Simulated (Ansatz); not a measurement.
Consider the formal exchange of groups at the Si–Ge bond: `C=N[SiH2][GeH3]` + ethylmethylamine → `C=N[SiH2]C` + `CN[CH2][GeH3]`.

Isolated molecules relaxed with PBE0-D4/def2-TZVP in Ansatz; ΔE leaves out vibrations. CCSD(T)/CBS is the MP2 limit (def2-TZVPP, def2-QZVPP) plus CCSD(T) − MP2 in def2-TZVPP, frozen cores. DFT in def2-TZVPP. B3LYP here is the variant with VWN-RPA as its local correlation; programs differ in this. For Ge outer-core shells are correlated without core-valence functions, which leaves a few kJ/mol of doubt a bond. Scalar relativity is left out up to krypton. One conformer a species, not always the lowest.

`C=N[SiH2][GeH3]`:

```xyz
11

C    -0.516    1.193   -1.947
N     0.163    0.267   -1.432
Si   -0.413   -0.783   -0.164
Ge    0.904   -0.369    1.773
H    -1.556    1.428   -1.669
H    -0.081    1.828   -2.728
H    -1.862   -0.559    0.141
H    -0.229   -2.184   -0.619
H     2.392   -0.639    1.497
H     0.747    1.094    2.220
H     0.451   -1.276    2.930
```

`CCNC`:

Cartesian coordinates in Å:
```
C -0.112 -0.053 1.858
C -0.174 -0.479 0.406
N 0.052 0.644 -0.479
C 0.063 0.273 -1.875
H -0.844 0.732 2.058
H -0.314 -0.896 2.521
H 0.878 0.337 2.111
H -1.166 -0.886 0.182
H 0.542 -1.303 0.229
H 0.926 1.093 -0.234
H 0.294 1.145 -2.490
H 0.784 -0.525 -2.122
H -0.929 -0.082 -2.166
```

`C=N[SiH2]C`:

```xyz
11

C    -0.292   -1.253    1.793
N    -0.200   -1.168    0.543
Si    0.690    0.086   -0.286
C    -0.468    0.986   -1.432
H    -0.873   -2.062    2.254
H     0.183   -0.552    2.500
H     1.311    1.036    0.690
H     1.773   -0.587   -1.052
H    -0.931    0.287   -2.133
H     0.070    1.744   -2.007
H    -1.262    1.483   -0.870
```

`CN[CH2][GeH3]`:

```xyz
13

C    -1.930   -0.698    0.085
N    -0.582   -0.505   -0.405
C     0.180    0.440    0.381
Ge    1.985    0.662   -0.359
H    -2.494    0.232   -0.027
H    -1.978   -0.989    1.148
H    -2.433   -1.465   -0.507
H    -0.101   -1.394   -0.444
H    -0.313    1.417    0.336
H     0.251    0.177    1.451
H     1.928    1.346   -1.733
H     2.634   -0.727   -0.522
H     2.853    1.502    0.596
```

(1) Is it downhill or uphill in electronic energy at CCSD(T)/CBS, and by how much? (Best estimate.)

(2) What do these levels give: PBE-D4, PBE0-D4, B3LYP-D4, ωB97X-V, ωB97M-V, r2SCAN, PBE0, CCSD(T)/def2-TZVPP, HF/def2-QZVPP, HF/CBS(def2), MP2/CBS(def2), CCSD/CBS(def2)? (Best estimate.)

Largest T1 diagnostic among the species: 0.013.

## Answers

(1) Ansatz gave: Downhill: ΔE = -0.04 eV.

(2) Ansatz gave: PBE-D4 0.06, PBE0-D4 0.05, B3LYP-D4 0.00, ωB97X-V -0.02, ωB97M-V -0.06, r2SCAN 0.00, PBE0 0.05, CCSD(T)/def2-TZVPP -0.04, HF/def2-QZVPP -0.02, HF/CBS(def2) -0.02, MP2/CBS(def2) -0.10, CCSD/CBS(def2) -0.04 eV.
